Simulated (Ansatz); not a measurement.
Na₂N₂H₄⁺, that is (NaNH2)2 ring with one electron fewer. The state is a doublet with charge 1. Geometry PBE0-D4/def2-SVP; atoms count from 1.

```xyz
8

Na   -0.007    0.819    1.349
N     1.041    1.172   -0.705
Na    0.007   -0.818   -1.350
N    -1.041   -1.172    0.705
H     2.068    1.199   -0.716
H     0.797    2.025   -1.224
H    -0.796   -2.025    1.224
H    -2.068   -1.200    0.717
```

**Question.** Estimate the Mulliken populations from the PBE0/def2-TZVP orbitals of Ansatz.

**Answer.** 
```json
{"atom": "Na1", "charge (e)": "0.85", "spin (α − β)": "-0.03"}
{"atom": "N2", "charge (e)": "-0.90", "spin (α − β)": "0.56"}
{"atom": "Na3", "charge (e)": "0.85", "spin (α − β)": "-0.03"}
{"atom": "N4", "charge (e)": "-0.90", "spin (α − β)": "0.56"}
{"atom": "H5", "charge (e)": "0.27", "spin (α − β)": "-0.02"}
{"atom": "H6", "charge (e)": "0.27", "spin (α − β)": "-0.02"}
{"atom": "H7", "charge (e)": "0.27", "spin (α − β)": "-0.02"}
{"atom": "H8", "charge (e)": "0.27", "spin (α − β)": "-0.02"}
```
Mulliken values and Mayer orders depend strongly on the basis.

**Question.** Where does the spin sit?

**Answer.** Summed by element: Na -0.06, N 1.12, H -0.07, of 1 unpaired in all. Largest on single atoms: N2 0.56, N4 0.56, Na1 -0.03.
